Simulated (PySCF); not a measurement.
GeI$_{2}$, charge -1, doublet, at a GFN2-xTB geometry (a state made from the parent by changing its charge; the spin is typed, not shown lowest) (all electrons, no relativity), with bond 2-1 at 3.0 times its length; HF/3-21G (PySCF).

Input for PySCF:
```python
from pyscf import gto, scf

mol = gto.M(
    atom='''
Ge    0.00262673   -0.01192623    1.28932309
I     3.30312944   -5.62960446   -3.80547434
I    -1.10438024    1.89168638   -0.36951650
''',
    basis='3-21g',
    charge=-1,
    spin=1,
    verbose=3,
)

mf = scf.UHF(mol)
mf.kernel()
mo_i, mo_e, stable_i, stable_e = mf.stability(internal=True, external=True, return_status=True, nroots=6, tol=1e-6)
print('internally stable:', stable_i, ' externally stable:', stable_e)
if not stable_i:
    umf = mf.copy()
    umf.scf_summary = {}
    umf.kernel(umf.make_rdm1(mo_i, mf.mo_occ))
mf.analyze()
```

Problem. Write the output that PySCF gives for this input, abridged.

Solution. 
```
converged SCF energy = -15840.0312541954  <S^2> = 0.75517904  2S+1 = 2.0051723
<class 'pyscf.scf.uhf.UHF'> wavefunction has an internal instability
<class 'pyscf.scf.uhf.UHF'> wavefunction has an real -> complex instability
<class 'pyscf.scf.uhf.UHF'> wavefunction is stable in the UHF/UKS -> GHF/GKS stability analysis
internally stable: False  externally stable: True
converged SCF energy = -15840.0325193918  <S^2> = 0.75518833  2S+1 = 2.0051816
**** MO energy ****
                             alpha | beta                alpha | beta
[...]
To work with the spin densities directly, `use mulliken_meta_spin()` only printing them here.

 ** Mulliken spin pop alpha/beta on meta-lowdin orthogonal AOs **
 ** Mulliken Spin Density (per atom)  **
spin density of  0 Ge =      1.02970
spin density of  1 I =      0.00000
spin density of  2 I =     -0.02970
 ** Mulliken pop alpha/beta on meta-lowdin orthogonal AOs **
 ** Mulliken atomic charges   ( Nelec_alpha | Nelec_beta ) **
charge of  0Ge =      0.29113  (    16.36928     15.33958 )
charge of  1I =     -1.00000  (    27.00000     27.00000 )
charge of  2I =     -0.29113  (    26.63072     26.66042 )

WARN: System has nonzero charge -1; the dipole moment is origin-dependent.
Location of origin: [0. 0. 0.]

Dipole moment(X, Y, Z, Debye): -14.06100, 23.93864, 20.68746
```
